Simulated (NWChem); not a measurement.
Program: NWChem. System: ClFSn, charge 1, spin multiplicity 2, at the geometry of a parent with another charge or spin, in a state set for the comparison that need not be this species' ground state. Its SCF solution wasn't tested for a lower state. Level: UPBE/x2c-SVPall-2c, scalar ZORA.

Job file:

```
start mol
memory heap 200 mb stack 900 mb global 1100 mb
charge 1
geometry units angstroms nocenter noautoz noautosym
  Sn    -0.502548     0.235709     0.000000
  F      0.796939     1.707058     0.000000
  Cl     1.056175    -1.597000     0.000000
end
basis spherical
  * library x2c-svpall-2c
end
relativistic
  zora on
end
dft
  xc xpbe96 cpbe96
  odft
  mult 2
  semidirect memsize 60000000 filesize 0
  iterations 100
  grid fine
end
task dft energy
```

Output (cleaned and shortened):

```
             Northwest Computational Chemistry Package (NWChem) 7.3.0
             --------------------------------------------------------

                                NWChem Input Module
                                -------------------

 Scaling coordinates for geometry "geometry" by  1.889725989
 (inverse scale =  0.529177249)

                             Geometry "geometry" -> ""
                             -------------------------

 Output coordinates in angstroms (scale by  1.889725989 to convert to a.u.)

  No.       Tag          Charge          X              Y              Z
 ---- ---------------- ---------- -------------- -------------- --------------
    1 Sn                  50.0000    -0.50254800     0.23570900     0.00000000
    2 F                    9.0000     0.79693900     1.70705800     0.00000000
    3 Cl                  17.0000     1.05617500    -1.59700000     0.00000000

 Effective nuclear repulsion energy (a.u.)     332.6918361546

            Nuclear Dipole moment (a.u.)
            ----------------------------
        X                 Y               Z
 ---------------- ---------------- ----------------
     0.0000491329    -0.0000529123     0.0000000000


 Summary of "ao basis" -> "" (spherical)
 ------------------------------------------------------------------------------
       Tag                 Description            Shells   Functions and Types
 ---------------- ------------------------------  ------  ---------------------
 *                       x2c-svpall-2c                on all atoms

  pbe96 is a nonlocal functional; adding pw91lda local functional.

                                 NWChem DFT Module
                                 -----------------

 Summary of "ao basis" -> "ao basis" (spherical)
 ------------------------------------------------------------------------------
       Tag                 Description            Shells   Functions and Types
 ---------------- ------------------------------  ------  ---------------------
 Sn                      x2c-svpall-2c              18       50   6s8p4d
 F                       x2c-svpall-2c               6       14   3s2p1d
 Cl                      x2c-svpall-2c               9       21   4s4p1d

 Summary of "ao basis" -> "ao basis" (spherical)
 ------------------------------------------------------------------------------
       Tag                 Description            Shells   Functions and Types
 ---------------- ------------------------------  ------  ---------------------
 Sn                      x2c-svpall-2c              18       50   6s8p4d
 F                       x2c-svpall-2c               6       14   3s2p1d
 Cl                      x2c-svpall-2c               9       21   4s4p1d

            General Information
            -------------------
          SCF calculation type: DFT
          Wavefunction type:  spin polarized.
          No. of atoms     :     3
          No. of electrons :    75
           Alpha electrons :    38
            Beta electrons :    37
          Charge           :     1
          Spin multiplicity:     2
          Use of symmetry is: off; symmetry adaption is: off
          Maximum number of iterations: 100
          AO basis - number of functions:    85
                     number of shells:    33
          Convergence on energy requested:  1.00D-06
          Convergence on density requested:  1.00D-05
          Convergence on gradient requested:  5.00D-04

              XC Information
              --------------
          PerdewBurkeErnzerhof Exchange Functional  1.000
            Perdew 1991 LDA Correlation Functional  1.000 local
           PerdewBurkeErnz. Correlation Functional  1.000 non-local

             Grid Information
             ----------------
          Grid used for XC integration:  fine
          Radial quadrature: Mura-Knowles
          Angular quadrature: Lebedev.
          Tag              B.-S. Rad. Rad. Pts. Rad. Cut. Ang. Pts.
          ---              ---------- --------- --------- ---------
          Sn                  1.45      141           8.0       974
          F                   0.50       70           9.0       590
          Cl                  1.00      123           9.0       770
          Grid pruning is: on
          Number of quadrature shells:   334
          Spatial weights used:  Erf1

          Convergence Information
          -----------------------
          Convergence aids based upon iterative change in
          total energy or number of iterations.
          Levelshifting, if invoked, occurs when the
          HOMO/LUMO gap drops below (HL_TOL):  1.00D-02
          DIIS, if invoked, will attempt to extrapolate
          using up to (NFOCK): 10 stored Fock matrices.

                    Damping( 0%)  Levelshifting(0.5)       DIIS
                  --------------- ------------------- ---------------
          dE  on:    start            ASAP                start
          dE off:    2 iters        100 iters           100 iters

      Screening Tolerance Information
      -------------------------------
          Density screening/tol_rho:  1.00D-10
          AO Gaussian exp screening on grid/accAOfunc:  14
          CD Gaussian exp screening on grid/accCDfunc:  20
          XC Gaussian exp screening on grid/accXCfunc:  20
          Schwarz screening/accCoul:  1.00D-08

 dft: using ZORA

      Superposition of Atomic Density Guess
      -------------------------------------

 Sum of atomic energies:       -6450.73144180
          Performing ZORA calculations
          ----------------------------

       Generating atomic ZORA corrections
[...]
    80      0.601878  3 Cl pz                77      0.462768  3 Cl pz
    71     -0.232527  3 Cl pz                56     -0.159423  2 F  pz
    59     -0.110145  2 F  pz                21      0.088353  1 Sn pz
    24      0.075560  1 Sn pz                15     -0.066617  1 Sn pz
    42     -0.055571  1 Sn d -1              37      0.055114  1 Sn d -1

 Vector   38  Occ=1.000000D+00  E=-5.259729D-01
              MO Center=  7.1D-01, -8.2D-01, -1.0D-07, r^2= 3.2D+00
   Bfn.  Coefficient  Atom+Function         Bfn.  Coefficient  Atom+Function
  ----- ------------  ---------------      ----- ------------  ---------------
    79      0.521473  3 Cl py                76      0.396109  3 Cl py
     5     -0.261292  1 Sn s                 54     -0.230347  2 F  px
    70     -0.199074  3 Cl py                55      0.179126  2 F  py
     4      0.170153  1 Sn s                 19      0.164238  1 Sn px
    57     -0.156960  2 F  px                78      0.143870  3 Cl px

 Vector   39  Occ=0.000000D+00  E=-3.707808D-01
              MO Center= -4.4D-01,  1.7D-01, -6.5D-08, r^2= 3.0D+00
   Bfn.  Coefficient  Atom+Function         Bfn.  Coefficient  Atom+Function
  ----- ------------  ---------------      ----- ------------  ---------------
    21      0.601827  1 Sn pz                24      0.523902  1 Sn pz
    15     -0.410344  1 Sn pz                80     -0.209867  3 Cl pz
    56     -0.186834  2 F  pz                12      0.174078  1 Sn pz
    77     -0.144011  3 Cl pz                59     -0.139703  2 F  pz
    71      0.068338  3 Cl pz                 9     -0.058507  1 Sn pz

 Vector   40  Occ=0.000000D+00  E=-2.926791D-01
              MO Center= -5.6D-01,  1.2D-01, -5.9D-09, r^2= 3.5D+00
   Bfn.  Coefficient  Atom+Function         Bfn.  Coefficient  Atom+Function
  ----- ------------  ---------------      ----- ------------  ---------------
    23      0.638908  1 Sn py                20      0.529361  1 Sn py
    14     -0.358786  1 Sn py                78     -0.282770  3 Cl px
    68      0.217894  3 Cl s                 79      0.213252  3 Cl py
    22     -0.180869  1 Sn px                19     -0.177572  1 Sn px
    75     -0.175230  3 Cl px                 5     -0.164328  1 Sn s

 Vector   41  Occ=0.000000D+00  E=-2.761103D-01
              MO Center= -2.8D-01,  1.3D-01, -1.2D-09, r^2= 3.5D+00
   Bfn.  Coefficient  Atom+Function         Bfn.  Coefficient  Atom+Function
  ----- ------------  ---------------      ----- ------------  ---------------
    22      0.631218  1 Sn px                19      0.481975  1 Sn px
     5      0.472382  1 Sn s                 13     -0.328566  1 Sn px
    79     -0.294999  3 Cl py                 4     -0.247740  1 Sn s
    53     -0.243247  2 F  s                 55      0.235879  2 F  py
    23      0.211847  1 Sn py                58      0.188075  2 F  py

                     DFT Final Beta Molecular Orbital Analysis
                     -----------------------------------------

 Vector   35  Occ=1.000000D+00  E=-5.580065D-01
              MO Center=  5.9D-01,  1.3D+00, -1.3D-08, r^2= 1.7D+00
   Bfn.  Coefficient  Atom+Function         Bfn.  Coefficient  Atom+Function
  ----- ------------  ---------------      ----- ------------  ---------------
    55      0.516223  2 F  py                58      0.346926  2 F  py
    54     -0.312221  2 F  px                 5      0.217483  1 Sn s
    57     -0.206160  2 F  px                19     -0.150518  1 Sn px
     4     -0.140763  1 Sn s                 13      0.116401  1 Sn px
    22     -0.112402  1 Sn px                78     -0.110958  3 Cl px

 Vector   36  Occ=1.000000D+00  E=-5.212011D-01
              MO Center=  9.7D-01, -1.4D+00,  2.8D-08, r^2= 1.7D+00
   Bfn.  Coefficient  Atom+Function         Bfn.  Coefficient  Atom+Function
  ----- ------------  ---------------      ----- ------------  ---------------
    80      0.603470  3 Cl pz                77      0.460116  3 Cl pz
    71     -0.230693  3 Cl pz                56     -0.156055  2 F  pz
    59     -0.108986  2 F  pz                21      0.088435  1 Sn pz
    24      0.078007  1 Sn pz                15     -0.067068  1 Sn pz
    42     -0.056701  1 Sn d -1              37      0.055442  1 Sn d -1

 Vector   37  Occ=1.000000D+00  E=-5.161376D-01
              MO Center=  8.6D-01, -1.1D+00, -3.3D-08, r^2= 2.5D+00
   Bfn.  Coefficient  Atom+Function         Bfn.  Coefficient  Atom+Function
  ----- ------------  ---------------      ----- ------------  ---------------
    79      0.511570  3 Cl py                76      0.385779  3 Cl py
    78      0.268174  3 Cl px                75      0.210416  3 Cl px
    70     -0.193252  3 Cl py                54     -0.177264  2 F  px
     5     -0.175894  1 Sn s                 55      0.166268  2 F  py
    57     -0.123093  2 F  px                 4      0.115219  1 Sn s

 Vector   38  Occ=0.000000D+00  E=-4.978420D-01
              MO Center=  1.8D-01, -2.6D-01,  1.5D-08, r^2= 3.9D+00
   Bfn.  Coefficient  Atom+Function         Bfn.  Coefficient  Atom+Function
  ----- ------------  ---------------      ----- ------------  ---------------
     5      0.546938  1 Sn s                 78      0.449046  3 Cl px
     4     -0.358056  1 Sn s                 75      0.329721  3 Cl px
    54      0.291435  2 F  px                19     -0.233098  1 Sn px
    57      0.208253  2 F  px                 6      0.182609  1 Sn s
    13      0.170981  1 Sn px                69     -0.163844  3 Cl px

 Vector   39  Occ=0.000000D+00  E=-3.595981D-01
              MO Center= -4.1D-01,  1.6D-01, -5.4D-08, r^2= 3.0D+00
   Bfn.  Coefficient  Atom+Function         Bfn.  Coefficient  Atom+Function
  ----- ------------  ---------------      ----- ------------  ---------------
    21      0.596124  1 Sn pz                24      0.531342  1 Sn pz
    15     -0.407983  1 Sn pz                80     -0.215794  3 Cl pz
    56     -0.187430  2 F  pz                12      0.170698  1 Sn pz
    77     -0.146307  3 Cl pz                59     -0.141810  2 F  pz
    71      0.069180  3 Cl pz                 9     -0.058664  1 Sn pz

 Vector   40  Occ=0.000000D+00  E=-2.777290D-01
              MO Center= -5.3D-01,  1.4D-01, -1.1D-08, r^2= 3.6D+00
   Bfn.  Coefficient  Atom+Function         Bfn.  Coefficient  Atom+Function
  ----- ------------  ---------------      ----- ------------  ---------------
    23      0.673573  1 Sn py                20      0.522391  1 Sn py
    14     -0.356617  1 Sn py                78     -0.308018  3 Cl px
    68      0.226824  3 Cl s                 79      0.202159  3 Cl py
    75     -0.181695  3 Cl px                54      0.178045  2 F  px
    67      0.149984  3 Cl s                 11      0.146800  1 Sn py

   alpha - beta orbital overlaps
   -----------------------------

   alpha      1      2      3      4      5      6      7      8      9     10
    beta      1      2      3      4      5      6      7      8      9     10
 overlap   1.000  1.000  1.000  0.998  0.998  1.000  1.000  1.000  0.973  0.973

   alpha     11     12     13     14     15     16     17     18     19     20
    beta     11     12     13     14     15     16     17     18     19     20
 overlap   1.000  0.998  0.966  0.966  0.997  0.999  1.000  0.987  0.987  1.000

   alpha     21     22     23     24     25     26     27     28     29     30
    beta     21     22     23     24     25     26     27     28     29     30
 overlap   1.000  1.000  0.984  0.984  0.998  0.999  0.967  0.967  0.999  0.998

   alpha     31     32     33     34     35     36     37     38     39     40
    beta     31     32     33     35     34     38     36     37     39     40
 overlap   1.000  0.999  0.996  0.998  1.000  0.974  1.000  0.971  1.000  0.997

   alpha     41     42     43     44     45     46     47     48     49     50
    beta     41     42     43     44     46     45     47     48     49     50
 overlap   0.997  0.999  0.997  0.999  0.991  0.997  0.998  0.993  0.998  0.999

   alpha     51     52     53     54     55     56     57     58     59     60
    beta     51     53     52     55     54     56     58     57     59     61
 overlap   0.999  0.790  0.887  0.774  0.887  0.983  0.999  1.000  0.999  0.996

   alpha     61     62     63     64     65     66     67     68     69     70
    beta     60     62     63     66     65     64     67     68     70     69
 overlap   1.000  0.997  1.000  0.844  0.772  0.844  0.771  0.999  0.997  1.000

   alpha     71     72     73     74     75     76     77     78     79     80
    beta     71     72     73     74     75     76     77     78     79     80
 overlap   0.997  1.000  1.000  1.000  1.000  1.000  1.000  1.000  1.000  1.000

   alpha     81     82     83     84     85
    beta     81     82     83     84     85
 overlap   1.000  1.000  1.000  1.000  1.000

     --------------------------
     Expectation value of S2:
     --------------------------
      <S2> =      0.7528 (Exact =     0.7500)

 center of mass
 --------------
 x =  -0.07891794 y =   0.04812173 z =   0.00000000

 moments of inertia (a.u.)
 ------------------
         539.181160936161         167.553727786664           0.000000000000
         167.553727786664         287.652590989816           0.000000000000
           0.000000000000           0.000000000000         826.833751925977

     Multipole analysis of the density
     ---------------------------------

     L   x y z        total         alpha         beta         nuclear
     -   - - -        -----         -----         ----         -------
     0   0 0 0      1.000000    -38.000000    -37.000000     76.000000

     1   1 0 0     -1.192463     -0.755634     -0.436877      0.000049
     1   0 1 0     -0.286845      0.106631     -0.393423     -0.000053
     1   0 0 1     -0.000000     -0.000000     -0.000000      0.000000

     2   2 0 0    -24.983849    -82.246322    -75.964389    133.226861
     2   1 1 0     -3.069804     39.661192     37.093217    -79.824213
     2   1 0 1      0.000000      0.000000      0.000000      0.000000
     2   0 2 0    -27.568739   -146.658640   -139.317001    258.406902
     2   0 1 1     -0.000000     -0.000000     -0.000000      0.000000
     2   0 0 2    -26.467849    -13.788629    -12.679220      0.000000

 Task  times  cpu:       15.3s     wall:       15.3s

 Total times  cpu:       15.3s     wall:       15.3s
```
